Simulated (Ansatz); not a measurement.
CH₃IZn (SMILES [CH3][Zn][I]), singlet, geometry from GFN2-xTB (such geometries of metal compounds can be far from the true shape) (core potentials on I); PBE0/def2-SVP (Ansatz, an electronic-structure program).

Here is a job for Ansatz.
Ansatz 0.2 input:
```yaml
crystal:
  periodic: [false, false, false]
  atoms:
    - {symbol: Zn, position_ang: [0.77679702, 0.30877943, -0.75363033]}
    - {symbol: I, position_ang: [2.45220236, 1.08933844, -2.42819805]}
    - {symbol: C, position_ang: [-0.56661059, -0.29101115, 0.59404643]}
    - {symbol: H, position_ang: [-1.06344698, -1.20250248, 0.28063361]}
    - {symbol: H, position_ang: [-1.33186281, 0.46192927, 0.74782317]}
    - {symbol: H, position_ang: [-0.10217369, -0.48578531, 1.55447660]}
basis:
  gaussian:
    orbitals: def2-SVP
hamiltonian:
  xc: pbe0
```

Question: Write the output that Ansatz gives for this input, abridged.

Answer: 
```
Functional definition: PBE0
938 factors; integrals over basis functions are off by at most 8.1e-4 eV
mean field evaluation 1: about -57586.4080 eV, gradient 5.2e1 eV
mean field evaluation 2: about -57580.6350 eV, gradient 7.0e1 eV
mean field evaluation 4: about -57592.5332 eV, gradient 2.3e0 eV
mean field evaluation 8: about -57592.6749 eV, gradient 2.0e-1 eV
mean field evaluation 16: about -57592.6750 eV, gradient 6.5e-6 eV
mean field -57592.67503333 eV, -2116.4917697576 hartree, gradient 6.8e-6 eV, S^2 0.000000; 0 other end points of the search recorded, 0 dependent functions left out
reference -57592.67506217 eV, -2116.4917708174 hartree; 32, 32 occupied and 54, 54 virtual orbitals, 938 factors
Total energy: -57592.67506217 eV, -2116.4917708174 hartree
```
